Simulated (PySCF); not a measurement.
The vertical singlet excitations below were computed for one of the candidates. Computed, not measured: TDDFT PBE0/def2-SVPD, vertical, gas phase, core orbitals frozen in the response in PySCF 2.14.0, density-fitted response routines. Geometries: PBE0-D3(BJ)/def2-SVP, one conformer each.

```
state  E (eV)       f  main configurations (H = HOMO, L = LUMO)
   S1    5.09   0.281                                 H→L (91%)
   S2    5.26  0.0001                  H→L+1 (57%), H→L+2 (34%)
   S3    5.47  0.0001                  H→L+2 (48%), H→L+1 (39%)
   S4    5.59   0.113                               H-1→L (84%)
   S5    5.76  0.0009                               H-2→L (93%)
   S6    6.13  0.0003   H→L+3 (69%), H-1→L+1 (12%), H→L+4 (11%)
   S7    6.22  0.0031                H-1→L+1 (76%), H→L+3 (15%)
   S8    6.37  0.0046                 H→L+4 (77%), H-1→L+2 (8%)
   S9    6.47  0.0002                H-1→L+2 (55%), H-3→L (22%)
  S10    6.53  0.0030                H-3→L (68%), H-1→L+2 (21%)
```

Triplets computed (Tamm–Dancoff): 3.50, 4.33, 4.94, 5.26 eV.

Question: Which structure fits? All have the formula C6H8N2OSi.
A. `N#CC1(C#N)COCC[SiH2]1`
B. `C#C[SiH2]n1cncc1OC`
C. `C#Cc1c(O[SiH3])cnn1C`

Answer: C. Its S1 lies at 5.09 eV; the nearest of the others has S1 at 4.50 eV. S1 is HOMO→LUMO (91%). Löwdin shares by element: HOMO carbon 47% or more, oxygen 15% (atoms not listed hold the other 38%); LUMO carbon 33% or more, nitrogen 30% (atoms not listed hold the other 37%). At the same level the other candidates give, for their lowest levels:
- `C#C[SiH2]n1cncc1OC`: 4.50 eV (f 0.000); 4.83 eV (f 0.006); 5.58 eV (f 0.004); 5.82 eV (f 0.004); 5.93 eV (f 0.146); T1 4.17 eV; HOMO -6.07, LUMO -0.69 eV
- `N#CC1(C#N)COCC[SiH2]1`: 6.55 eV (f 0.005); 6.94 eV (f 0.030); 7.18 eV (f 0.016); 7.20 eV (f 0.016); 7.34 eV (f 0.004); T1 5.96 eV; HOMO -8.47, LUMO -0.51 eV

Shape of the structure used: `[CH:1]#[C:2][c:3]1[c:4]([O:5][SiH3:6])[cH:7][n:8][n:9]1[CH3:10]`: C3–C4–O5–Si6 -177°.
